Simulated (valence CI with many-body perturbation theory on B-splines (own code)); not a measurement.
## Forbidden lines of Nd20+

Method: configuration interaction combined with many-body perturbation theory (CI+MBPT): four valence electrons over a frozen Dirac-Fock core [Kr], a basis of 7 s, 7 p, 8 d, 6 f, 4 g, 1 h functions for each j, with the one-electron correlation potential Σ1, the two-electron term Σ2, the three-electron term Σ3, Breit, model QED; selected CI, second order for the rest, scaled by the run's own slope (own B-spline code, finite nucleus).

No measured levels were compared; by estimate terms of the open shell hold to 2 to 4 % of their energy, and close levels can change places. The list stops below the first excitations out of the core.

Lines 1 to 50 of 120 in falling wavelength, among levels below 661070 cm⁻¹, chosen from the decays that carry over 1 % of a level's rate. Wavelengths and rates use the calculated energies, so an error of 2000 cm⁻¹ moves a line at 750.2 nm by 15 % and its rate by three times that or more. Weak lines are less certain than strong ones. Lines between different terms over intervals too small for the method are left out, as are lines whose strength nearly cancels. Intervals below about 2000 cm⁻¹, as at the head of this list, are uncertain by tens of per cent. Branching is blank where the lifetime is uncertain.

Levels are named by their leading jj configuration (3d3/2^4 stands for four electrons in 3d with j = 3/2), which in mixed levels can hold well under half, so a name can repeat and another be missing. Letters in brackets count levels of one name in rising energy.

```csv
λ vac (nm),Upper,Lower,Type,A (s⁻¹),Branch %
8035,(4d3/2^3 4d5/2) J=4,(4d3/2^3 4d5/2) J=3,M1,2.77e-02,99.9
1512,(4d3/2^2 4d5/2^2) J=6,(4d3/2^2 4d5/2^2) J=5,M1,2.98e+00,99.0
1072,(4d3/2^3 4d5/2) J=3,(4d3/2^3 4d5/2) J=2,M1,2.79e+01,100.0
750.2,(4d3/2^2 4d5/2^2) J=2 [b],(4d3/2^2 4d5/2^2) J=1,M1,2.42e+01,7.8
748.2,(4d3/2^2 4d5/2^2) J=2 [d],(4d3/2 4d5/2^3) J=1 [a],M1,1.77e+01,1.1
699.1,(4d3/2^2 4d5/2^2) J=4 [b],(4d3/2^2 4d5/2^2) J=5,M1,3.31e+00,1.3
669.6,(4d3/2^2 4d5/2^2) J=5,(4d3/2^2 4d5/2^2) J=4 [a],M1,4.39e+01,11.0
640.1,(4d3/2^3 4d5/2) J=2,(4d3/2^3 4d5/2) J=1,M1,1.58e+02,100.0
474.1,(4d3/2^2 4d5/2^2) J=4 [b],(4d3/2^2 4d5/2^2) J=3 [a],M1,1.18e+02,45.7
462.9,(4d3/2^2 4d5/2^2) J=1,(4d3/2^2 4d5/2^2) J=0 [a],M1,1.55e+02,7.9
462.1,(4d3/2^2 4d5/2^2) J=2 [b],(4d3/2^2 4d5/2^2) J=2 [a],M1,6.55e+01,21.2
447.2,(4d3/2 4d5/2^3) J=3 [c],(4d3/2^2 4d5/2^2) J=2 [e],M1,1.08e+02,
444.9,(4d3/2^2 4d5/2^2) J=2 [c],(4d3/2^2 4d5/2^2) J=2 [b],M1,2.95e+01,1.0
442.8,(4d3/2 4d5/2^3) J=3 [a],(4d3/2^2 4d5/2^2) J=4 [b],M1,4.48e+01,1.5
428.7,(4d3/2^3 4d5/2) J=1,(4d3/2^4) J=0,M1,4.38e+02,100.0
425.6,(4d3/2^2 4d5/2^2) J=2 [b],(4d3/2^2 4d5/2^2) J=3 [a],M1,3.51e+00,1.1
422.8,(4d3/2 4d5/2^3) J=1 [b],(4d3/2^2 4d5/2^2) J=2 [e],M1,9.35e+01,2.8
410.1,(4d3/2^2 4d5/2^2) J=4 [a],(4d3/2^3 4d5/2) J=4,M1,4.62e+02,80.5
399.9,(4d3/2^2 4d5/2^2) J=3 [b],(4d3/2^2 4d5/2^2) J=3 [a],M1,1.46e+01,1.6
390.2,(4d3/2^2 4d5/2^2) J=4 [a],(4d3/2^3 4d5/2) J=3,M1,1.12e+02,19.6
367.0,(4d3/2 4d5/2^3) J=4 [a],(4d3/2^2 4d5/2^2) J=5,M1,9.78e+01,4.3
347.9,(4d3/2^2 4d5/2^2) J=4 [c],(4d3/2 4d5/2^3) J=4 [a],M1,9.83e+01,7.8
342.0,(4d3/2^2 4d5/2^2) J=4 [b],(4d3/2^2 4d5/2^2) J=4 [a],M1,6.41e+01,24.9
336.9,(4d3/2 4d5/2^3) J=3 [b],(4d3/2^2 4d5/2^2) J=2 [c],M1,2.92e+01,1.3
328.4,(4d3/2 4d5/2^3) J=1 [a],(4d3/2^2 4d5/2^2) J=2 [b],M1,2.10e+02,5.1
327.1,(4d3/2 4d5/2^3) J=5,(4d3/2^2 4d5/2^2) J=4 [b],M1,4.15e+02,32.8
312.7,(4d3/2 4d5/2^3) J=3 [b],(4d3/2 4d5/2^3) J=3 [a],M1,1.38e+02,6.2
307.4,(4d3/2^2 4d5/2^2) J=3 [a],(4d3/2^3 4d5/2) J=4,M1,2.41e+01,2.5
302.5,(4d3/2^2 4d5/2^2) J=2 [e],(4d3/2^2 4d5/2^2) J=2 [c],M1,3.56e+02,15.4
296.0,(4d3/2^2 4d5/2^2) J=3 [a],(4d3/2^3 4d5/2) J=3,M1,5.24e+02,54.4
293.8,(4d3/2 4d5/2^3) J=4 [a],(4d3/2^2 4d5/2^2) J=3 [a],M1,1.25e+02,5.5
293.3,(4d3/2 4d5/2^3) J=3 [c],(4d3/2^2 4d5/2^2) J=2 [d],M1,4.58e+01,
282.6,(4d3/2 4d5/2^3) J=1 [b],(4d3/2^2 4d5/2^2) J=2 [d],M1,4.71e+02,14.3
279.3,(4d3/2^2 4d5/2^2) J=2 [c],(4d3/2^2 4d5/2^2) J=1,M1,9.47e+01,3.3
264.7,(4d3/2^2 4d5/2^2) J=4 [c],(4d3/2^2 4d5/2^2) J=3 [b],M1,1.00e+02,8.0
261.3,(4d3/2 4d5/2^3) J=5,(4d3/2^2 4d5/2^2) J=6,M1,2.60e+02,20.5
258.9,(4d3/2 4d5/2^3) J=3 [c],(4d3/2^2 4d5/2^2) J=4 [c],M1,4.94e+02,
258.4,(4d5/2^4) J=4,(4d3/2^2 4d5/2^2) J=4 [c],M1,7.05e+01,1.3
254.3,(4d3/2^2 4d5/2^2) J=5,(4d3/2^3 4d5/2) J=4,M1,3.56e+02,89.0
239.1,(4d3/2 4d5/2^3) J=3 [a],(4d3/2^2 4d5/2^2) J=2 [a],M1,1.08e+03,35.8
237.1,(4d3/2 4d5/2^3) J=4 [a],(4d3/2^2 4d5/2^2) J=4 [a],M1,1.51e+03,66.3
236.4,(4d3/2^2 4d5/2^2) J=2 [d],(4d3/2^2 4d5/2^2) J=3 [b],M1,4.88e+02,29.4
235.5,(4d3/2 4d5/2^3) J=6,(4d3/2^2 4d5/2^2) J=6,M1,5.63e+02,44.1
232.0,(4d3/2^2 4d5/2^2) J=3 [a],(4d3/2^3 4d5/2) J=2,M1,4.11e+02,42.7
229.0,(4d3/2 4d5/2^3) J=3 [a],(4d3/2^2 4d5/2^2) J=3 [a],M1,9.98e+02,33.2
228.4,(4d3/2 4d5/2^3) J=1 [a],(4d3/2^2 4d5/2^2) J=1,M1,7.43e+02,17.9
228.3,(4d3/2^2 4d5/2^2) J=2 [d],(4d3/2^2 4d5/2^2) J=2 [b],M1,4.11e+02,24.8
226.7,(4d3/2^2 4d5/2^2) J=2 [c],(4d3/2^2 4d5/2^2) J=2 [a],M1,2.51e+02,8.8
222.8,(4d3/2 4d5/2^3) J=5,(4d3/2^2 4d5/2^2) J=5,M1,4.07e+02,32.1
222.4,(4d3/2^2 4d5/2^2) J=2 [a],(4d3/2^3 4d5/2) J=2,M1,5.21e+02,30.9
```
